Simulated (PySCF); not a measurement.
Compound: C₆H₈OSi.
Numbering: `[SiH3:1][O:2][c:3]1[cH:4][cH:5][cH:6][cH:7][cH:8]1` (hydrogens: H9, H10, H11 on Si1; H12 on C4; H13 on C5; H14 on C6; H15 on C7; H16 on C8)

Structure used (PBE0-D3(BJ)/def2-SVP), in Å, numbered top down from 1:
```xyz
16
C6H8OSi angstrom
Si     2.5635    0.0987    0.0272
O      1.1176   -0.7334   -0.1522
C     -0.1459   -0.2561   -0.0730
C     -1.1945   -1.1537   -0.3013
C     -2.5122   -0.7145   -0.2320
C     -2.8026    0.6183    0.0648
C     -1.7566    1.5097    0.2912
C     -0.4317    1.0808    0.2237
H      2.6751    1.1852   -0.9915
H      3.6233   -0.9219   -0.1763
H      2.6637    0.6973    1.3917
H     -0.9486   -2.1917   -0.5327
H     -3.3238   -1.4238   -0.4127
H     -3.8386    0.9588    0.1189
H     -1.9679    2.5560    0.5247
H      0.3801    1.7912    0.4038
```

Level: PBE0/def2-SVPD in PySCF, non-relativistic, on one gas-phase PBE0-D3(BJ)/def2-SVP geometry that isn't relaxed in the solvent. The solvent is an IEF-PCM continuum (cavity from Bondi-type radii × 1.2), and excitations are vertical TDDFT with non-equilibrium linear response and a frozen core. Only the electrostatic response of the medium enters.

| run | E − E(gas) (kcal/mol) | HOMO (eV) | HOMO–LUMO gap (eV) | dipole (D) | lowest singlet (eV) | static polarisability (au) |
| --- | --- | --- | --- | --- | --- | --- |
| gas | 0.00 | -6.69 | 6.32 | 0.70 | 5.20 | 99.6 |
| P | -2.13 | -6.73 | 6.34 | 0.93 | 5.19 | 124.8 |
| Q | -2.95 | -6.76 | 6.34 | 1.03 | 5.19 | 135.2 |

Problem. The runs were made in acetone and chloroform. Which run belongs to which solvent?

Solution. P = chloroform, Q = acetone. The dielectric constants are 4.711 (chloroform), 20.49 (acetone), and the energy falls further as ε rises. The optical constants n² used for the excitations are 2.09, 1.85 in the same order. In this model the ground state sees the solvent through ε alone.

Problem. How constant is the ratio of the lowering to (ε − 1)/(2ε + 1)?

Solution. 
```
   solvent  (ε − 1)/(2ε + 1)  E − E(gas) (kcal/mol)  ratio (kcal/mol)  polarisation term (kcal/mol)
chloroform             0.356                  -2.13              -6.0                         -2.35
   acetone             0.464                  -2.95              -6.3                         -3.37
```

The ratio changes by +6.0 % in size from chloroform to acetone. The polarisation term is half the interaction of the solute with the induced surface charges.

On one thread of an x86-64 server (shared host), this took 35 s. This is the whole response run at PBE0/def2-SVPD in acetone, SCF included.
